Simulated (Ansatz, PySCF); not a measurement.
Cl₂H₄SSi₂, SMILES Cl[SiH2]S[SiH2]Cl. Atoms are numbered in the order given.

```xyz
9

Si    -1.9033    -0.3574     0.1005
Cl    -2.5766     1.1808     1.3125
S     -0.2860     0.2757    -1.1620
Si     1.2922     0.2374     0.2934
Cl     1.9450    -1.6921     0.6657
H     -1.4531    -1.4607     0.9882
H     -3.0014    -0.7663    -0.8084
H      0.8098     0.8017     1.5807
H      2.4108     1.0172    -0.2896
```

The structure is a stationary point at r2SCAN-D4/def2-SVP. The structure was generated by enumeration, and PubChem lists no compound with its InChIKey, so it may never have been made. Other conformers were not sampled.

Two levels are set side by side: PBE-D3(BJ)/def2-SVP (Ansatz, a quantum-chemistry and plane-wave program) and r2SCAN-D4/def2-SVP (Ansatz). Each level has its own optimised geometry; the coordinates shown are those of the second. Frequencies come from the Hessian of PySCF at each geometry. Differences are taken from unrounded values.

```tsv
quantity	r2SCAN-D4
mean bond length (Å)	1.797
bond Si1–Cl2 (Å)	2.071
bond Si1–S3 (Å)	2.147
bond S3–Si4 (Å)	2.147
bond Si4–Cl5 (Å)	2.071
bond Si1–H6 (Å)	1.486
bond Si1–H7 (Å)	1.483
bond Si4–H8 (Å)	1.486
bond Si4–H9 (Å)	1.483
highest harmonic wavenumber (cm⁻¹)	2277
mean harmonic wavenumber (cm⁻¹)	851
zero-point energy (kcal/mol)	25.56
```

**Question.** What does PBE-D3(BJ) give, and how far is it from r2SCAN-D4? (An estimate is asked for; the answer gives what the named calculation found.)

**Answer.** 
```tsv
quantity	PBE-D3(BJ)	PBE-D3(BJ) minus r2SCAN-D4
mean bond length (Å)	1.808	0.011
bond Si1–Cl2 (Å)	2.080	0.010
bond Si1–S3 (Å)	2.158	0.011
bond S3–Si4 (Å)	2.158	0.011
bond Si4–Cl5 (Å)	2.080	0.010
bond Si1–H6 (Å)	1.498	0.012
bond Si1–H7 (Å)	1.496	0.013
bond Si4–H8 (Å)	1.498	0.012
bond Si4–H9 (Å)	1.496	0.013
highest harmonic wavenumber (cm⁻¹)	2212	-64
mean harmonic wavenumber (cm⁻¹)	825	-27
zero-point energy (kcal/mol)	24.76	-0.80
```
